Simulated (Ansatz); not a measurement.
Consider the formal exchange of groups at the Se–C bond: `COC(F)[SeH]` + GeH₄ → `[GeH3][SeH]` + `COCF`.

Program: Ansatz. Geometries: PBE0-D4/def2-TZVP. ΔE: electronic, gas phase. CCSD(T)/CBS adds triple-zeta CCSD(T) − MP2 to the extrapolated MP2 energy (def2 sets, frozen cores). For Ge, Se outer-core shells are correlated without core-valence functions, which leaves a few kJ/mol of doubt a bond. Scalar relativity is left out up to krypton. One conformer a species, not always the lowest.

```json
{"species": "`COC(F)[SeH]`", "MP2/def2-TZVPP energy (Eh)": "-2653.97473"}
{"species": "GeH₄", "MP2/def2-TZVPP energy (Eh)": "-2077.95788"}
{"species": "`[GeH3][SeH]`", "MP2/def2-TZVPP energy (Eh)": "-4478.10027"}
{"species": "`COCF`", "MP2/def2-TZVPP energy (Eh)": "-253.87382"}
```

Problem. Work out ΔE.

Solution. ΔE = (-4478.10027) + (-253.87382) − (-2653.97473) − (-2077.95788) = -0.04148 Eh = -26.0 kcal/mol. CCSD(T)/CBS gives -25.8 kcal/mol.

Largest T1 diagnostic among the species: 0.012.

The D4 term adds +0.7 kcal/mol with B3LYP and +0.4 kcal/mol with PBE0; it sums over pairs of atoms, weighted by their polarisabilities, and B3LYP, whose exchange is more repulsive, gets the larger term. In def2-TZVPP, CCSD(T) changes the Hartree–Fock value by +4.6 kcal/mol (the triples alone add +0.8 kcal/mol) and MP2 by +3.8 kcal/mol. From PBE to PBE0 (25 % exact exchange), in def2-TZVPP and without D4, ΔE moves by −1.7 kcal/mol.

B3LYP here is the variant with VWN-RPA as its local correlation; programs differ in this.
